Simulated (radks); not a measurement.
Charge is removed step by step from the 4s1/2 level of neutral potassium, starting from [Ar] 4s1. Calculated with a radial shooting solver on a logarithmic mesh with Libxc functionals: Dirac Kohn-Sham, BLYP, spin-unpolarised, spherical densities, finite nucleus; Fermi nuclear charge, rms radius 3.4349 fm.

removed (e)  E - E(0) (eV)  eigenvalue (eV)
0                    0.000           -2.245
0.125                0.312           -2.745
0.25                 0.687           -3.261
0.375                1.128           -3.792
0.5                  1.635           -4.336
0.625                2.212           -4.890
0.75                 2.858           -5.452
0.875                3.575           -6.010

The mean slope of the eigenvalue, de/dn, is 4.30 eV per electron.
